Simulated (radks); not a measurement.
Values are calculated unless marked as measured or tabulated.
All-electron atom: the lutetium anion Lu- in [Xe] 4f14 5d2 6s2. Code: a radial shooting solver on a logarithmic mesh with Libxc functionals. Model: scalar-relativistic Kohn-Sham, PBE, spin-polarised, spherical densities, point nucleus; open shells are filled with parallel spins first (spin-orbit coupling, left out, can overturn this in heavy ions); hard spherical wall at 20 bohr.

Normalised radial functions P(r) = r R(r), r in bohr:

| r | 5p down | 4f down | 6s down |
|---|---|---|---|
| 0.001154 | 0.0017 | 0.0000 | 0.0163 |
| 0.00188 | 0.0039 | 0.0000 | 0.0233 |
| 0.003063 | 0.0089 | 0.0000 | 0.0319 |
| 0.00499 | 0.0199 | 0.0000 | 0.0409 |
| 0.008129 | 0.0431 | 0.0000 | 0.0458 |
| 0.01324 | 0.0875 | 0.0002 | 0.0379 |
| 0.02157 | 0.1576 | 0.0010 | 0.0066 |
| 0.03515 | 0.2247 | 0.0055 | -0.0453 |
| 0.05725 | 0.1840 | 0.0267 | -0.0707 |
| 0.09327 | -0.0788 | 0.1094 | 0.0034 |
| 0.1519 | -0.3284 | 0.3488 | 0.1027 |
| 0.2475 | 0.0262 | 0.7910 | -0.0166 |
| 0.4032 | 0.4921 | 1.1667 | -0.1452 |
| 0.6569 | -0.1587 | 1.0686 | 0.1201 |
| 1.07 | -0.9451 | 0.6408 | 0.2114 |
| 1.743 | -0.7017 | 0.2632 | -0.2147 |
| 2.84 | -0.1859 | 0.0729 | -0.5460 |
| 4.626 | -0.0153 | 0.0126 | -0.4320 |
| 7.536 | -0.0002 | 0.0010 | -0.1551 |
| 12.28 | 0.0000 | 0.0000 | -0.0272 |
| 20 | 0.0000 | 0.0000 | 0.0000 |

5p down: eigenvalue -27.232 eV, 3 radial nodes at r = 0.0832, 0.243, 0.609 bohr, <r> = 1.39 bohr, 90 % of the charge inside 2.06 bohr. 4f down: eigenvalue -5.371 eV, 0 radial nodes, <r> = 0.723 bohr, 90 % of the charge inside 1.24 bohr. 6s down: eigenvalue -0.701 eV, 5 radial nodes at r = 0.0231, 0.0920, 0.239, 0.553, 1.42 bohr, <r> = 3.94 bohr, 90 % of the charge inside 6.02 bohr.

Empty levels of this run are not shown, since the potential may be unsettled where no density lies.
